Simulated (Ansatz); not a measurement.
Geometry optimisation, RHF/def2-SVP in Ansatz.

The input (input.yaml):

```yaml
crystal:
  periodic: [false, false, false]
  atoms:
    - { symbol: B, position_ang: [0.024813, -0.648883, -0.428137] }
    - { symbol: H, position_ang: [0.003695, 0.238858, 1.804362] }
    - { symbol: Cl, position_ang: [1.517015, 0.167905, -0.788016] }
    - { symbol: Cl, position_ang: [-1.501142, 0.104647, -0.782402] }
    - { symbol: Br, position_ang: [0.065885, -2.522373, 0.259626] }
    - { symbol: H, position_ang: [0.025735, -0.425455, 2.053767] }
basis:
  gaussian: { orbitals: def2-SVP }
hamiltonian:
  xc: hf
relax:
  f_tol: 0.03
  max_steps: 50
output:
  orbitals: {}
```

Launched with:

```bash
$ ansatz run input.yaml --threads 1 --pin off --max-ram 2048MiB --backend cpu --events-out ev --progress --plain --runs-dir out
```

Q: Where does it end, and by what steps?

A: The run converged. After 12 steps the energy has fallen by 0.315 eV; H2 moved furthest, 0.97 Å.

```csv
step,energy less start (eV),largest force component (eV/Å),accepted
0,0.0000,1.541,yes
1,-0.1765,0.704,yes
2,-0.2646,0.436,yes
3,-0.2843,0.271,yes
4,-0.3022,0.262,yes
5,-0.3081,0.211,yes
6,-0.3128,0.094,yes
7,-0.3141,0.087,yes
8,-0.3114,0.219,no
9,-0.3146,0.066,yes
10,-0.3147,0.063,yes
11,-0.3148,0.051,yes
12,-0.3148,0.013,yes
```

```xyz
6
Properties=species:S:1:pos:R:3
B 0.032 -0.844 -0.872
H -0.012 0.590 2.706
Cl 1.525 0.015 -1.158
Cl -1.498 -0.041 -1.129
Br 0.072 -2.664 -0.285
H 0.017 -0.141 2.858
```

Whether the end is a true minimum wasn't checked by a vibrational analysis.

Time of the run: 21 s on 1 thread of Intel(R) Xeon(R) 6975P-C (Granite Rapids), on a shared host, peak memory 0.21 GiB.
